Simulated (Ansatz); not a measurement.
This geometry of AlH3O2S + H4Si (12 atoms, charge 0, multiplicity 1) is a first-order saddle point.

These are results of RKS BLYP/cc-pVDZ in Ansatz, not measurements.

```xyz
12
Properties=species:S:1:pos:R:3
Al 0.164 -0.664 0.559
S 1.766 -1.124 -1.215
O 0.946 -0.191 2.054
O -1.101 -1.856 0.309
H 0.785 0.220 -0.976
Si -0.515 1.658 -0.504
H 0.778 -1.704 -1.967
H 1.340 -0.890 2.612
H -1.874 -1.842 0.904
H -1.280 1.619 -1.802
H -1.503 1.998 0.593
H 0.494 2.775 -0.568
```

Which two structures does it join? (They come from a converged band through this point; their orientation in space is the band's.)

Bonds broken: H5–Si6. Bonds formed: Al1–Si6, S2–H5. AlH3O2S + H4Si becomes AlH7O2SSi.

Initial state:

```xyz
12
Properties=species:S:1:pos:R:3
Al 0.611 -1.639 0.769
S 1.919 -2.612 -0.736
O 0.982 -1.587 2.469
O -0.862 -0.892 0.201
H 0.618 1.879 -0.710
Si -0.811 2.291 -0.928
H 1.055 -2.297 -1.753
H 1.808 -1.977 2.810
H -1.460 -0.508 0.871
H -1.437 1.456 -2.006
H -1.583 2.147 0.355
H -0.841 3.739 -1.341
```

Final state:

```xyz
12
Properties=species:S:1:pos:R:3
Al -0.071 -0.381 0.700
S 1.728 -1.223 -1.149
O 0.898 -0.187 2.156
O -0.913 -1.901 0.343
H 1.906 -0.070 -1.867
Si -0.816 1.762 -0.256
H 0.714 -1.659 -1.959
H 1.203 -0.986 2.626
H -1.683 -2.152 0.889
H -1.322 1.604 -1.675
H -1.942 2.407 0.519
H 0.297 2.785 -0.326
```

How far does it lie above each of them?

140.8 kJ/mol above the first and 70.1 kJ/mol above the second. This is the barrier of this one path; another mechanism may lie lower. The orbitals stay closed-shell, which can raise the energy where a bond breaks towards radicals; this wasn't checked here.

Run time: 8.5 min on 2 threads of Arm Neoverse V2, with other jobs on the host, peak memory 0.18 GiB.
